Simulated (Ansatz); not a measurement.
Isolated molecules relaxed with PBE0-D4/def2-TZVP in Ansatz; ΔE leaves out vibrations. CCSD(T)/CBS is the MP2 limit (def2-TZVPP, def2-QZVPP) plus CCSD(T) − MP2 in def2-TZVPP, frozen cores. This one scheme is used for every species. DFT in def2-TZVPP. B3LYP here is the variant with VWN-RPA as its local correlation; programs differ in this. Each species was taken in one conformer, which may not be the lowest.

`CNC(N)[SiH3]` + H₂O → `CNC(N)O` + SiH₄  (formal hydrolysis of a C–Si bond)

`CNC(N)[SiH3]`:

Cartesian coordinates in Å:
```
C -1.455 1.351 -0.109
N -0.755 0.280 -0.784
C 0.600 0.033 -0.293
N 1.446 -0.654 -1.241
Si 0.704 -0.942 1.343
H -1.548 1.226 0.981
H -0.932 2.294 -0.290
H -2.460 1.448 -0.524
H -1.304 -0.572 -0.760
H 1.038 1.023 -0.115
H 1.405 -0.190 -2.142
H 1.138 -1.609 -1.381
H -0.314 -0.458 2.316
H 0.391 -2.366 1.022
H 2.046 -0.864 1.976
```

H₂O:

```xyz
3

O    -0.279   -0.143   -0.231
H     0.031    0.764   -0.182
H     0.248   -0.621    0.413
```

`CNC(N)O`:

Z-matrix (Å, degrees):
```
C
N 1 1.452
H 1 1.094 2 109.0
H 1 1.097 2 114.0 3 120.8
H 1 1.091 2 109.3 3 -117.2
C 2 1.430 1 114.3 3 -60.3
H 2 1.015 1 110.3 3 176.7
O 6 1.415 2 109.8 1 -63.9
N 6 1.439 2 114.2 1 174.6
H 6 1.100 2 106.9 1 55.4
H 8 0.963 6 106.8 2 -171.6
H 9 1.015 6 109.6 2 59.3
H 9 1.013 6 109.9 2 -59.0
```

SiH₄:

```xyz
5

Si    0.000    0.000    0.000
H     1.457   -0.216   -0.185
H    -0.349    1.387   -0.398
H    -0.355   -0.210    1.426
H    -0.754   -0.961   -0.844
```

| level | ΔE (kcal/mol) | difference from CCSD(T)/CBS |
| --- | --- | --- |
| B3LYP-D4 | 2.0 | -1.3 |
| PBE | 1.9 | -1.4 |
| HF/def2-TZVPP | -4.4 | -7.7 |
| MP2/def2-TZVPP | 3.0 | -0.3 |
| SCS-MP2/def2-TZVPP | 1.3 | -2.0 |
| CCSD/def2-TZVPP | 0.8 | -2.5 |
| CCSD(T)/def2-TZVPP | 1.4 | -1.9 |
| HF/def2-QZVPP | -4.1 | -7.4 |
| SCS-MP2/def2-QZVPP | 2.5 | -0.8 |
| MP2/CBS(def2) | 4.9 | 1.6 |
| CCSD(T)/CBS | 3.3 | 0 |

Largest T1 diagnostic among the species: 0.011.

In def2-TZVPP, CCSD(T) changes the Hartree–Fock value by +5.8 kcal/mol (the triples alone add +0.6 kcal/mol) and MP2 by +7.4 kcal/mol. The D4 term adds +2.2 kcal/mol with B3LYP and +1.2 kcal/mol with PBE0; it sums over pairs of atoms, weighted by their polarisabilities, and B3LYP, whose exchange is more repulsive, gets the larger term.
